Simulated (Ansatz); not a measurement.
Noncovalent pair: N2 (SMILES N#N) (first 2 atoms) with CHN (SMILES C#N); geometry from B3LYP-D3(BJ)/def2-TZVP, rigid monomers moved along the line of their centres of mass till N2···H5 is 2.81 Å.
(charge 0, multiplicity 1):
```xyz
5

N      0.0639     0.3230    -1.0964
N      0.0305     0.1182    -0.0260
C     -0.0886    -0.6188     3.7817
N     -0.1238    -0.8372     4.9066
H     -0.0557    -0.4143     2.7338
```

Interaction energies are E(AB) − E(A) − E(B) at the monomers' geometry in the complex; basis-set methods are counterpoise corrected.

Cores are frozen in the correlated methods. CBS: X⁻³ extrapolation of the correlation energy, Hartree–Fock from the larger set.

Codes used: Ansatz (Gaussian orbitals). Each number belongs to the level named beside it.

What interaction energy does PBE/def2-TZVPPD give?

-42 meV

Ansatz is a program for electronic structure.
